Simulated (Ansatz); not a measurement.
Born–Oppenheimer molecular dynamics of AlCl2H4P (8 atoms, charge 0, multiplicity 1). It starts at the highest image of a converged band, a first-order saddle point between two minima.

The calculation used Ansatz, RKS PBE-D4/def2-SVP.

```json
{
  "ensemble": "NVE (velocity Verlet)",
  "time step": "0.5 fs",
  "steps asked": "200",
  "starting velocities drawn for": "300 K",
  "seed": "6372"
}
```

First frame:

```xyz
8
Properties=species:S:1:pos:R:3
Al 0.079 -0.421 0.031
H -0.051 0.169 1.640
Cl 1.944 0.096 -0.814
Cl -1.741 -0.144 -1.005
P 0.145 -2.691 1.195
H -0.769 -2.889 0.101
H 1.341 -2.744 0.397
H 0.001 -0.954 1.672
```

Question: How far do the bonds stretch over the last three quarters of this one trajectory? (Pairs bonded in most of those frames.)

Answer: 
```tsv
bond	mean (Å)	spread (Å)	shortest	longest
Al1–Cl3	2.121	0.031	2.08	2.17
Al1–Cl4	2.115	0.025	2.08	2.17
Al1–P5	2.321	0.072	2.22	2.45
H2–H8	0.777	0.046	0.71	0.85
P5–H6	1.455	0.034	1.40	1.51
P5–H7	1.446	0.018	1.42	1.48
```

Mean temperature of the second half: 1156 K. The conserved energy stayed within 0.22 meV per atom of its start (net change 0.069 meV per atom), so the integration is sound. The system heated up, since it started high on the potential surface and ran downhill. A run of 0.1 ps of so small a system gives no equilibrium averages. The orbitals stay closed-shell, which can raise the energy where a bond breaks towards radicals; this wasn't checked here.

Time of the run: 5.3 min on 2 threads of Intel(R) Xeon(R) Platinum 8259CL CPU @ 2.50GHz (Skylake/Cascade Lake), with other jobs on the host, peak memory 0.16 GiB.
